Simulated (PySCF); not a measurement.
Simulated characterisation data

Rapidly exchanging positions averaged, no relativistic terms, isolated molecule, one computed conformer. GFN2-xTB structure; shielding tensors at PBE0/pcSseg-1 (GIAO); PySCF.

References, each an isolated molecule treated in the same way: ¹H (31.72 ppm) and ¹³C (186.93 ppm) vs TMS. Where no couplings were computed, multiplicities follow the n + 1 count of equivalent neighbours, and m marks all less simple cases (inequivalent or close neighbours, rings, F or P nearby). Shifts are as computed. Against solution values, carbons near 30 ppm lie about +3 ppm off and those near 130 ppm about +5 ppm. Of 1211 compounds with measured shifts, 218 miss one by over three times the rms of a fit or turn the order of signals round; such compounds aren't used in these exercises.

**1.** SMILES N#CC(C#N)C[SiH3], C4H6N2Si. ¹H NMR (400 MHz, computed): δ 4.18 (t, 3H), 3.90 (t, 1H), 1.28 (m, 2H). ¹³C{¹H} NMR (computed): δ 118.7, 18.2, 13.1.

**2.** `c1(C=C)cnn(CC#C)n1`, C7H7N3. ¹H NMR (400 MHz, computed): δ 7.99 (s, 1H), 7.13 (m, 1H), 6.17 (m, 1H), 5.74 (m, 1H), 5.15 (d, 2H), 1.83 (t, 1H). ¹³C{¹H} NMR (computed): δ 153.1, 136.1, 135.6, 121.7, 82.7, 81.8, 45.6.

**3.** SMILES N1=C(C)OC(C(C)=O)=N1, C5H6N2O2. ¹H NMR (400 MHz, computed): δ 2.86 (s, 3H), 2.78 (s, 3H). ¹³C{¹H} NMR (computed): δ 190.4 (C), 172.0 (C), 170.2 (C), 30.8 (CH3), 13.8 (CH3).
